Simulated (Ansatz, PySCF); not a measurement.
Species: MgCl$_{2}$, net charge -1, doublet state. 
Coordinates optimised at B3LYP-D3(BJ)/def2-TZVP (Ansatz, a program for electronic structure):
```
Mg
Cl 1 2.3229
Cl 1 2.3229 2 118.79
```
Charge -1, spin multiplicity 2.

Total electronic energies in hartree. Valence correlation only, unless marked. Open shells are spin-unrestricted. Spin-orbit coupling is left out. No relativistic terms. CBS marks a two-point X^-3 extrapolation of the correlation energy; Hartree-Fock from the larger set. The bracket is a focal-point correction in the basis named.

```tsv
level	program	energy (Eh)
HF/6-31G	Ansatz	-1118.73199
PBE-D3(BJ)/def2-TZVPD	Ansatz + dftd3	-1120.20127
BLYP-D3(BJ)/def2-TZVPD	Ansatz + dftd3	-1120.70492
revPBE-D3(BJ)/def2-TZVPD	Ansatz + dftd3	-1120.49031
BP86/def2-TZVPD	PySCF	-1120.80430
TPSS-D4/def2-TZVPD	PySCF + dftd4	-1120.76118
B3LYP-D3(BJ)/def2-TZVPD	Ansatz + dftd3	-1120.75913
PBE0/6-31G*	Ansatz	-1120.21305
PBE0/def2-SVP	Ansatz	-1119.89957
PBE0/def2-TZVPD	Ansatz	-1120.29297
BHLYP-D4/def2-TZVPD	Ansatz + dftd4	-1120.70713
MN15/def2-TZVPD	PySCF	-1120.41719
HSE06/def2-TZVPD	Ansatz	-1120.27185
B2GP-PLYP-D4/def2-TZVPD	Ansatz + dftd4	-1120.19723
MP2/def2-SVP	Ansatz	-1118.72666
RI-MP2/def2-TZVPPD	Ansatz	-1119.24582
SCS-MP2/def2-TZVPPD	Ansatz	-1119.23711
CCSD/6-31G	Ansatz	-1118.83705
CCSD/def2-TZVPP	Ansatz	-1119.27192
CCSD(T)/6-31G	Ansatz	-1118.83864
CCSD(T)/6-31G*	Ansatz	-1119.06803
CCSD(T)/def2-TZVPP	Ansatz	-1119.28928
RI-MP2/CBS(def2-TZVPPD,def2-QZVPPD)+[CCSD(T)-MP2]/def2-TZVPPD	Ansatz	-1119.4043
```

Totals of different functionals don't rank their quality; only differences between species are comparable.
